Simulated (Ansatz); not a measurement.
Mulliken charges of C2H5FSi (`F[SiH]1CC1`) from r2SCAN/def2-TZVPP in Ansatz (PBE0-D4/def2-TZVP geometry).

| atom | x (Å) | y (Å) | z (Å) | charge (e) |
| --- | --- | --- | --- | --- |
| F1 | -0.544 | -0.479 | -2.230 | -0.329 |
| Si2 | -0.375 | 0.402 | -0.910 | 0.598 |
| C3 | 0.944 | 0.000 | 0.278 | -0.238 |
| C4 | -0.518 | -0.388 | 0.723 | -0.238 |
| H5 | -0.823 | 1.778 | -1.187 | -0.077 |
| H6 | 1.602 | -0.842 | 0.089 | 0.074 |
| H7 | 1.429 | 0.780 | 0.856 | 0.068 |
| H8 | -0.707 | -1.455 | 0.792 | 0.074 |
| H9 | -0.920 | 0.157 | 1.572 | 0.068 |

Q: By hand: the dipole of these point charges (1 e Å = 4.8032 D).

A: Σ q r = (0.018, 0.247, 0.273) e Å, of length 0.369 e Å = 1.77 D.

Q: How does the dipole of the full density compare? (Estimate.)

A: The calculation gave: (0.038, 0.116, 0.226) e Å, 1.23 D; the point charges give 1.44 times that, at 16° from its direction.

Point charges leave out the atoms' own dipoles, such as those of lone pairs, and Mulliken's split depends on the basis, so the two needn't agree.
